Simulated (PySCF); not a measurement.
# Ionising AlSn

r²SCAN; basis Al x2c-SVPall, Sn x2c-SVPall; spin-free X2C with a Gaussian nucleus; PySCF 2.14. Neutral (UKS): quartet (σ ↑, π ↑↑), Re = 2.648 Å, ωe = 272 cm⁻¹, De = 2.36 eV, HOMO -4.90 eV, LUMO -3.21 eV.

AlSn⁺ (UKS): triplet (σ ↑, π ↑), Re = 2.976 Å, ωe = 166 cm⁻¹, De = 1.28 eV to Al⁺ + Sn. The energies at the minima are -6418.57318 hartree for AlSn and -6418.30774 for AlSn⁺.

Work out the adiabatic ionisation energy, without and with harmonic zero-point energies (1 hartree = 27.2114 eV, 1 eV = 8065.5 cm⁻¹), and the change of the bond length.

At r²SCAN: 0.26544 hartree = 7.223 eV between the minima; the zero-point term (166.0 − 272.0)/2 cm⁻¹ = -0.007 eV makes it 7.216 eV. Re changes by +32.8 pm against the neutral. The electron leaves a π orbital, and the longer bond of the ion fits a bonding orbital, or a change in how ionic the bond is.

Spin–orbit coupling is left out, which matters for elements this heavy, above all for dissociation energies. For an ion De counts to the pair picked by the measured ionisation energies or electron affinities, which need not be the lowest pair at this level. States were picked by a PBE0 search and need not be the measured ground states.
